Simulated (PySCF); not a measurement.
C₃H₁₂Si₂, SMILES [SiH3]CCC[SiH3]. Heavy atoms are numbered as in [SiH3:1][CH2:2][CH2:3][CH2:4][SiH3:5]. Hydrogens are named by the atom that carries them.

Coordinates come from a ωB97X-D3(BJ)/def2-SVP optimisation. The values are those of a single conformer.

Computed with PBE/pcSseg-1 (PySCF).

GIAO shieldings, no solvent; atoms alike by connectivity are averaged. δ = σ(ref) − σ: ²⁹Si against TMS (σ = 335.4 ppm); ¹³C against TMS (σ = 182.0 ppm); ¹H against TMS (σ = 31.49 ppm), references at their B3LYP-D3(BJ)/def2-TZVP geometries, non-relativistic.

Computed chemical shifts:
```tsv
nucleus	atoms	count	δ (ppm)
²⁹Si	Si1 (SiH3)	2	-72.4
¹³C	C3 (CH2)	1	29.8
¹³C	C2 (CH2)	2	11.7
¹H	H on Si1	6	4.18
¹H	H on C3	2	2.16
¹H	H on C2	4	1.23
```
